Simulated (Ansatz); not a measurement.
This geometry of a periodic cell of 17 atoms, Si (host Si, host structure diamond, interstitial Si) is a first-order saddle point.

These are results of DFT PBE, scalar-relativistic, plane waves, PAW in Ansatz 0.2.0, not measurements. Settings: PAW set soft_1, cutoff 420 eV, k mesh 2x2x2, gaussian smearing 0.02 eV, no spin polarisation.

```xyz
17
Lattice="0.0000 5.4300 5.4300 5.4300 0.0000 5.4300 5.4300 5.4300 0.0000" Properties=species:S:1:pos:R:3
Si -0.224 0.227 0.226
Si 1.384 1.427 1.426
Si 2.787 2.646 0.024
Si 4.006 4.049 1.426
Si 2.787 0.025 2.645
Si 4.006 1.427 4.048
Si 5.408 2.646 2.645
Si 7.016 3.847 3.846
Si 0.106 2.806 2.805
Si 1.150 4.283 4.282
Si 2.627 5.327 2.805
Si 4.166 6.697 4.175
Si 2.627 2.806 5.326
Si 4.166 4.177 6.696
Si 5.643 5.220 5.219
Si 6.686 6.697 6.696
Si 8.826 7.467 7.466
```

(1) Which two structures does it join? (They come from a converged band through this point; their orientation in space is the band's.)

(2) How far does it lie above each of them?

## Answers

(1) Contacts lost: Si1–Si17. Contacts made: Si8–Si17. The atom that moves furthest is Si17, by 2.36 Å.

Initial state:

```xyz
17
Lattice="0.0000 5.4300 5.4300 5.4300 0.0000 5.4300 5.4300 5.4300 0.0000" Properties=species:S:1:pos:R:3
Si 0.026 -0.024 -0.027
Si 1.392 1.356 1.356
Si 2.712 2.719 -0.005
Si 4.075 4.039 1.354
Si 2.711 -0.005 2.719
Si 4.073 1.357 4.037
Si 5.435 2.719 2.718
Si 6.787 4.072 4.073
Si 0.024 2.738 2.736
Si 1.361 4.074 4.066
Si 2.696 5.410 2.733
Si 4.074 6.789 4.105
Si 2.692 2.740 5.404
Si 4.072 4.106 6.786
Si 5.434 5.427 5.425
Si 6.755 6.789 6.785
Si 9.506 6.789 6.782
```

Final state:

```xyz
17
Lattice="0.0000 5.4300 5.4300 5.4300 0.0000 5.4300 5.4300 5.4300 0.0000" Properties=species:S:1:pos:R:3
Si 0.003 0.000 0.001
Si 1.357 1.351 1.352
Si 2.718 2.716 0.034
Si 4.081 4.078 1.355
Si 2.718 0.032 2.716
Si 4.080 1.354 4.078
Si 5.401 2.715 2.716
Si 6.766 4.096 4.098
Si 0.041 2.715 2.716
Si 1.359 4.079 4.080
Si 2.718 5.399 2.716
Si 4.100 6.767 4.096
Si 2.718 2.715 5.400
Si 4.101 4.095 6.767
Si 5.432 5.431 5.431
Si 6.766 6.765 6.766
Si 8.149 8.146 8.147
```

(2) 0.30 eV above the first and 0.30 eV above the second. This is the barrier of this one path; another mechanism may lie lower. Limits of this set-up: coarse k mesh.

The run took 9.7 min on 1 thread of Arm Neoverse V1 (shared host), peak memory 0.81 GiB.
